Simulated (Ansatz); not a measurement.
`F[Si](F)(Br)Br` + HCl → `F[Si](Cl)(Br)Br` + H–F  (ligand exchange at the Si–F bond)

Program: Ansatz. Geometries: PBE0-D4/def2-TZVP. ΔE: electronic, gas phase. CCSD(T)/CBS adds triple-zeta CCSD(T) − MP2 to the extrapolated MP2 energy (def2 sets, frozen cores). This one scheme is used for every species. DFT in def2-TZVPP. B3LYP here is the variant with VWN-RPA as its local correlation; programs differ in this. For Br outer-core shells are correlated without core-valence functions, which leaves a few kJ/mol of doubt a bond. Scalar relativity is left out up to krypton.

**Question.** Is it downhill or uphill in electronic energy at CCSD(T)/CBS, and by how much? (Estimate.)

**Answer.** Computed: Uphill: ΔE = +47.6 kJ/mol.

**Question.** What do these levels give: PBE-D4, revPBE-D4, BLYP-D4, r2SCAN-D4, B3LYP-D4, CAM-B3LYP-D4, ωB97X-V, RPA@PBE/def2-TZVPP, HF/def2-SVP, MP2/def2-SVP, MP2/def2-TZVPP, SCS-MP2/def2-QZVPP? (Best estimate.)

**Answer.** The calculation gave: PBE-D4 40.7, revPBE-D4 37.2, BLYP-D4 49.3, r2SCAN-D4 51.9, B3LYP-D4 50.6, CAM-B3LYP-D4 57.7, ωB97X-V 51.6, RPA@PBE/def2-TZVPP 56.1, HF/def2-SVP 54.7, MP2/def2-SVP 46.2, MP2/def2-TZVPP 45.3, SCS-MP2/def2-QZVPP 49.8 kJ/mol.

Largest T1 diagnostic among the species: 0.009.

Leaving LDA and LC-ωPBE aside and taking each functional with its dispersion term where it has one, the values spread over 20.4 kJ/mol, from revPBE-D4 to CAM-B3LYP-D4. In def2-TZVPP, CCSD(T) changes the Hartree–Fock value by −14.2 kJ/mol (the triples alone add −3.1 kJ/mol) and MP2 by −22.1 kJ/mol. The D4 term adds −7.7 kJ/mol with B3LYP and −4.1 kJ/mol with PBE0; it sums over pairs of atoms, weighted by their polarisabilities, and B3LYP, whose exchange is more repulsive, gets the larger term.
